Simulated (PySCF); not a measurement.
# Hartree-Fock beside MP2: BClFH3Si

Calculated results; nothing here was measured. They come from PySCF 2.14.0, an open-source quantum chemistry program, on an isolated molecule that a program drew, which may never have been made. The molecule is BClFH3Si (charge 0, singlet), drawn as the SMILES string `B[SiH](F)Cl`.

The geometry was optimised and harmonic frequencies were computed with HF and MP2, all in the cc-pV(D+d)Z basis, for the commonest isotopes, with a restricted reference for singlets and an unrestricted one otherwise, and a frozen core in MP2. Each result is a local minimum of its method.

Geometry at the HF minimum:
```xyz
7
BClFH3Si, angstrom
B    -2.6354   -0.6249   -1.7365
Si   -2.2682   -1.4953    0.0507
F    -1.1652   -2.6641   -0.0686
Cl   -1.4676   -0.0086    1.2440
H    -1.8177   -0.6506   -2.6092
H    -3.6592   -0.0314   -1.9185
H    -3.4125   -2.0753    0.7647
```

Lengths of the bonds as drawn, in Å (atoms numbered as above):
| bond | HF | MP2 |
|---|---|---|
| B1-Si2 | 2.021 | 2.012 |
| Si2-F3 | 1.612 | 1.631 |
| Si2-Cl4 | 2.068 | 2.066 |
| B1-H5 | 1.196 | 1.204 |
| B1-H6 | 1.197 | 1.205 |
| Si2-H7 | 1.468 | 1.474 |

Rotational constants, in GHz:
```
constant     HF    MP2
       A  5.715  5.606
       B  3.423  3.468
       C  2.413  2.423
```

Harmonic frequencies in cm^-1, each column in rising order, so a row needn't be the same motion in every method:
```
rank,HF,MP2
1,124,130
2,157,165
3,241,230
4,269,255
5,543,543
6,641,619
7,712,691
8,829,796
9,883,847
10,945,915
11,974,?
12,1261,1206
13,2375,2323
14,2699,2648
15,2787,2742
```

**Estimate the missing MP2 frequency from the HF column.**

A single factor s that minimises the squared misfit of MP2 against s times HF over the other rows is sum(HF x MP2) / sum(HF^2) = 0.9778, with an rms misfit of 13 cm^-1. For rank 11 it gives 0.9778 x 974 = 952 cm^-1. The calculation gives 942 cm^-1, 10 cm^-1 below the estimate. The drawn bonds are on average 0.4 % longer in MP2 than in HF.
